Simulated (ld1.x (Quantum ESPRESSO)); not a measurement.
# Building the TM potential for lead (PBEsol, scalar-relativistic).

- Element: Pb
- Generator: ld1.x (Quantum ESPRESSO) 7.5
- Type: norm-conserving Troullier–Martins (Kleinman–Bylander form)
- Functional: PBEsol
- Relativity: scalar-relativistic
- Frozen core: [Xe] 4f14
- Valence charge: 14
- Reference configuration: 5d10 6s2 6p2
- Partial waves: 6s (bound): rc 1.45 bohr; 6p (bound): rc 2.65 bohr; 5f channel at 1.32 Ry: rc 2.85 bohr; 5d (bound): rc 1.60 bohr
- Local potential: the d channel
- Core correction: Bessel-smoothed model core inside 0.70 bohr

* Cutoffs needed: 90 Ry and 180 Ry (the cutoffs (Ry, on a coarse ladder) from which the occupation-weighted sum of valence levels, in a spherical-Bessel basis at the reference potential, stays within 10 and 1 mRy of its value at 400 Ry)
* Ghost test: ghost states, extra bound levels that the all-electron valence spectrum of the same l lacks: f at -1094.8 eV, s at -67.1 eV, p at -23.9 eV; a true bound ghost makes a file unfit for plane-wave use (spherical-Bessel basis up to 400 Ry, 20 bohr box)
* Largest excitation error: -99 meV (all-electron minus pseudo) for 5d10 6s0 6p0, out of 7 test configurations
